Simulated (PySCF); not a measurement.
A structure optimised at B3LYP-D3(BJ)/def2-SVP, used in a PySCF frequency run:

```xyz
12

B     -0.6242     0.3825     0.4550
H     -1.7776     0.0046     0.4501
C      0.3220     0.0730    -0.7726
C      0.3367    -1.4091    -1.1803
H      1.3539     0.4265    -0.5890
H     -0.0517     0.6721    -1.6267
H     -0.6806    -1.7714    -1.4017
H      0.7371    -2.0456    -0.3734
H      0.9552    -1.5882    -2.0752
N     -0.1904     1.0929     1.5744
H     -0.7894     1.3094     2.3621
H      0.7553     1.4463     1.6755
```

Write its SMILES and formula.

CCBN, C₂H₈BN

What are its rotational constants (standard atomic weights)?

23.113, 3.6691, 3.5503 GHz
